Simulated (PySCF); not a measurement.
C4H2F2O2. Atoms are numbered in the order given.

```xyz
10

O     -0.2991     2.3990     0.0000
C      0.0512     1.2414     0.0000
C      1.5087     0.7416     0.0000
O      1.4445    -0.7038     0.0000
C      0.1569    -1.0260     0.0000
F     -0.0891    -2.3043     0.0000
C     -0.7239     0.0089     0.0000
F     -2.0468    -0.0842     0.0000
H      2.0509     1.0692     0.8989
H      2.0509     1.0692    -0.8989
```

Geometry optimised at B3LYP-D3(BJ)/def2-SVP. This is a generated structure with no PubChem entry under its InChIKey; it may be hypothetical. One conformer was computed; it need not be the lowest.

Method: PySCF with HF/pcSseg-1.

GIAO shieldings, no solvent; atoms alike by connectivity are averaged. δ = σ(ref) − σ: ¹⁷O against H2O (σ = 333.0 ppm); ¹³C against TMS (σ = 192.6 ppm); ¹⁹F against CFCl3 (σ = 238.5 ppm); ¹H against TMS (σ = 31.99 ppm), references at their B3LYP-D3(BJ)/def2-TZVP geometries, non-relativistic.

| atoms | nucleus | count | δ (ppm) |
|---|---|---|---|
| O1 | ¹⁷O | 1 | 551.1 |
| O4 | ¹⁷O | 1 | 87.9 |
| C2 | ¹³C | 1 | 193.8 |
| C5 | ¹³C | 1 | ___ |
| C7 | ¹³C | 1 | 126.3 |
| C3 | ¹³C | 1 | ___ |
| F6 | ¹⁹F | 1 | ___ |
| F8 | ¹⁹F | 1 | -196.4 |
| H9, H10 | ¹H | 2 | ___ |

Fill in the missing entries. (Estimate from the structure and the level; the computed values follow.)


- H9, H10, δ (ppm): 4.72
- F6, δ (ppm): -57.8
- C5, δ (ppm): 179.0
- C3, δ (ppm): 70.8
